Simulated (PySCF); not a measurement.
Cu (copper, neutral): r2SCAN calculation

Configuration: [Ar] 3d9 4s2, 2D determinant (an excited configuration). Computed with PySCF 2.14 in aug-cc-pVDZ-DK, with the spin-free X2C one-electron Hamiltonian (Gaussian nucleus).

```json
{
 "Total energy": "-1654.689 hartree",
 "One-electron energy": "-2300.375 hartree",
 "Hartree (Coulomb) energy": "713.504 hartree",
 "Exchange-correlation energy": "-67.818 hartree",
 "⟨S²⟩": "0.7515",
 "⟨L²⟩": "6.013",
 "Sum of ⟨r⟩": "21.74 bohr",
 "Sum of ⟨r²⟩": "34.06 bohr²",
 "Traceless quadrupole moment −½Σ⟨3z² − r²⟩ along its main axis": "-0.262 e·bohr²",
 "Langevin diamagnetic susceptibility": "-27.0 ×10⁻⁶ cm³/mol"
}
```

```json
{"shell": "1s α", "electrons": "1", "mean orbital energy (eV)": "-8875.6", "spread (eV)": "0", "rms radius, mean of both spins (bohr)": "0.0602"}
{"shell": "1s β", "electrons": "1", "mean orbital energy (eV)": "-8875.6", "spread (eV)": "0", "rms radius, mean of both spins (bohr)": "0.0602"}
{"shell": "2s α", "electrons": "1", "mean orbital energy (eV)": "-1078.6", "spread (eV)": "0", "rms radius, mean of both spins (bohr)": "0.255"}
{"shell": "2s β", "electrons": "1", "mean orbital energy (eV)": "-1077.8", "spread (eV)": "0", "rms radius, mean of both spins (bohr)": "0.255"}
{"shell": "2p α", "electrons": "3", "mean orbital energy (eV)": "-929.95", "spread (eV)": "1.122", "rms radius, mean of both spins (bohr)": "0.228"}
{"shell": "2p β", "electrons": "3", "mean orbital energy (eV)": "-929.33", "spread (eV)": "0.503", "rms radius, mean of both spins (bohr)": "0.228"}
{"shell": "3s α", "electrons": "1", "mean orbital energy (eV)": "-124.68", "spread (eV)": "0", "rms radius, mean of both spins (bohr)": "0.762"}
{"shell": "3s β", "electrons": "1", "mean orbital energy (eV)": "-122.84", "spread (eV)": "0", "rms radius, mean of both spins (bohr)": "0.762"}
{"shell": "3p α", "electrons": "3", "mean orbital energy (eV)": "-80.436", "spread (eV)": "2.228", "rms radius, mean of both spins (bohr)": "0.809"}
{"shell": "3p β", "electrons": "3", "mean orbital energy (eV)": "-78.696", "spread (eV)": "0.339", "rms radius, mean of both spins (bohr)": "0.809"}
{"shell": "3d α", "electrons": "5", "mean orbital energy (eV)": "-10.393", "spread (eV)": "2.528", "rms radius, mean of both spins (bohr)": "1.11"}
{"shell": "3d β", "electrons": "4", "mean orbital energy (eV)": "-9.262", "spread (eV)": "2.106", "rms radius, mean of both spins (bohr)": "1.11"}
{"shell": "4s α", "electrons": "1", "mean orbital energy (eV)": "-6.133", "spread (eV)": "0", "rms radius, mean of both spins (bohr)": "2.95"}
{"shell": "4s β", "electrons": "1", "mean orbital energy (eV)": "-5.951", "spread (eV)": "0", "rms radius, mean of both spins (bohr)": "2.95"}
```

Densities and radii are taken from the X2C orbitals without a picture-change correction, which distorts them close to the nucleus.
